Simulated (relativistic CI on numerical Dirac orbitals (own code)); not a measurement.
# Ni⁴⁺ in a cubic cluster: 2p photoemission with charge transfer

Computed with a charge-transfer multiplet model of a cubic metal-ligand cluster with up to 3 ligand holes, Slater and spin-orbit integrals from Dirac-Coulomb-Breit ions, Slater integrals scaled by 0.7. The ground state mixes d6 with configurations of k ligand holes L, whose averages lie at kΔ + k(k − 1)U_dd/2; a core hole lowers each added d electron by U_cd. 300 K, Lorentzian 0.6 eV and Gaussian 0.8 eV FWHM.

Atomic integrals in eV (Slater integrals scaled, ζ unscaled), ground: F2dd 9.934, F4dd 6.234, zeta_d 0.099; with the core hole: F2dd 11.067, F4dd 6.975, zeta_d 0.136, zeta_core 11.396, F2cd 6.763, G1cd 5.299, G3cd 3.018.

Cluster parameters (eV): U_dd = 8.2, U_cd = 9.4, 10Dq = 1.15, 10Dq(ligand) = 0.5, V(eg) = 3.35, V(t2g) = -1.72, final-state hopping factor = 0.9.

```csv
Case,n_d,d6,d7L,d8L2,d9L3,S
Δ = -2.6 eV,7.09,0.19,0.56,0.24,0.02,0.03
Δ = -1.6 eV,7.00,0.23,0.56,0.20,0.01,0.04
Δ = 1.4 eV,6.75,0.37,0.51,0.11,0.01,0.06
```

Weights, n_d and S are thermal averages at 300 K. Binding energies count from the first peak over 30 % of the highest in each spectrum, which can be another peak from case to case. The parameters are a model scan and need not match a compound or its usual spin state. Peaks in eV (height, largest 100):
- Δ = -2.6 eV: 0.0 (100), 2.8 (8), 5.3 (7), 11.3 (21), 13.9 (7), 17.7 (48), 19.5 (9), 29.1 (10)
- Δ = -1.6 eV: 0.0 (100), 2.9 (9), 5.4 (6), 11.2 (19), 13.7 (7), 17.7 (47), 19.4 (10), 29.0 (10)
- Δ = 1.4 eV: 0.0 (100), 3.1 (9), 5.6 (6), 10.6 (16), 13.5 (7), 17.7 (45), 19.5 (14), 29.1 (7)

Curve for Δ = -1.6 eV (points under 2 left out, the grid thinned):

(E (eV), Intensity): (-2.8, 2.0), (-2.1, 3.6), (-1.3, 10.4), (-0.6, 48.2), (0.1, 98.0), (0.8, 31.8), (1.6, 8.5), (2.3, 7.6), (3.0, 8.6), (3.7, 5.5), (4.5, 4.3), (5.2, 6.3), (5.9, 5.4), (6.7, 2.6), (7.4, 2.1), (8.1, 2.3), (8.8, 3.0), (9.6, 4.8), (10.3, 9.7), (11.0, 18.6), (11.7, 14.3), (12.5, 7.0), (13.2, 6.6), (13.9, 6.8), (14.7, 5.7), (15.4, 4.7), (16.1, 5.2), (16.8, 11.9), (17.6, 45.2), (18.3, 26.4), (19.0, 9.8), (19.7, 9.2), (20.5, 5.4), (21.2, 3.9), (21.9, 3.9), (22.7, 3.2), (23.4, 2.3), (26.8, 2.3), (27.5, 3.0), (28.3, 6.0), (29.0, 9.7), (29.7, 7.6), (30.4, 6.1), (31.2, 3.9), (31.9, 2.2)

For the case Δ = -1.6 eV, Δ = -1.6 eV is smaller than U_dd = 8.2 eV, the charge-transfer side of the Zaanen-Sawatzky-Allen scheme (negative Δ: between configuration averages a ligand hole costs less than the nominal valence; multiplet and field energies can change this for the lowest states). With the core hole the configuration with one ligand hole lies at Δ − U_cd = -12.0, -11.0, -8.0 eV from the one without, in the order of the table; where this is negative the screened configuration lies lower.
